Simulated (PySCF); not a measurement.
Gas-phase reaction: 2 GeHCl + 3 GeH2Cl2 = 2 GeCl4 + Ge3H8

Computed with PySCF and rigid-rotor harmonic-oscillator thermochemistry at 1 bar. † marks an energy on the PBE0/def2-TZVP geometry and frequencies. MP2 freezes the core. All species are closed-shell singlets. B3LYP is the form with VWN-RPA correlation. Ge: all electrons, no relativistic terms. GeHCl: computed as isolated molecules; such fragments, hydroxides, amides, oligomers or adducts are transient or little studied in the gas. MP2 isn't extrapolated to the basis-set limit; its ΔH°(298 K) is -313.9 kJ in def2-SVP and -317.7 kJ in def2-TZVPP. The harmonic model lacks anharmonicity and excited electronic states, which grow with temperature; levels with a mode under 35 cm⁻¹ are left out. Internal rotation in Ge3H8 is treated as a harmonic vibration of one conformer, which makes the entropy rough.

| level | ΔE electronic, kJ | ΔH°(298 K), kJ | ΔS°(298 K), J/K | ΔG°(600 K), kJ |
|---|---|---|---|---|
| B3LYP/def2-TZVP† | -198 | -187 | -347 | 18 |
| HF/def2-TZVP† | -196 | -184 | -347 | 20 |
| MP2/def2-SVP† | -326 | -314 | -347 | -110 |
| MP2/def2-TZVPP† | -329 | -318 | -347 | -113 |
| PBE0/def2-SVP† | -286 | -274 | -347 | -70 |
| LDA/def2-TZVP† | -339 | -327 | -347 | -123 |
| ωB97M-V/def2-TZVP† | -259 | -247 | -347 | -43 |
ΔH° is lowest at LDA/def2-TZVP† and highest at HF/def2-TZVP†. No reference value is set beside these.
